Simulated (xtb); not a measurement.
W(OH)4(H)2 (H6O4W), SMILES [OH][WH2]([OH])([OH])[OH], multiplicity 1. All values are semi-empirical tight-binding results from xtb (GFN2-xTB unless named), good for trends rather than for accurate numbers. Coordinates come from a GFN2-xTB optimisation. The spin state was assumed, not searched. The structure was generated by enumeration; whether it is a known compound was not checked. Other conformers were not sampled.

Optimised geometry:

Bonds (Å): W1–O2 1.903, W1–O4 1.944, W1–O6 1.903, W1–O8 1.941, W1–H10 1.805, W1–H11 1.806, O2–H3 0.960, O4–H5 0.966, O6–H7 0.960, O8–H9 0.966. Bond angles (°): O2–W1–O4 87.2, O2–W1–O6 86.8, O2–W1–O8 89.5, O2–W1–H10 88.9, O2–W1–H11 175.4, O4–W1–O6 89.3, O4–W1–O8 175.4, O4–W1–H10 92.7, O4–W1–H11 90.4, O6–W1–O8 87.2, O6–W1–H10 175.2, O6–W1–H11 89.2, O8–W1–H10 90.5, O8–W1–H11 92.6, H10–W1–H11 95.2, W1–O2–H3 169.1, W1–O4–H5 154.9, W1–O6–H7 169.2, W1–O8–H9 156.2.
Charge 0, spin multiplicity 1.

The geometry has at least one imaginary mode, so it is a saddle point at that level.

For metal compounds this method's bond lengths and energies can be far off.

Computed properties:
The point group as xtb finds it comes out as C2 and the orbital gap is 5.01 eV.

Problem. Give the atomic charges and the Wiberg bond orders between heavy atoms. (An estimate is asked for; the answer gives what the named calculation found.)

Solution. charges (e) W1 1.68, O2 -0.66, H3 0.31, O4 -0.60, H5 0.33, O6 -0.66, H7 0.31, O8 -0.60, H9 0.33, H10 -0.21, H11 -0.21. Bond orders W1–O2 0.87, W1–O4 0.96, W1–O6 0.87, W1–O8 0.96.
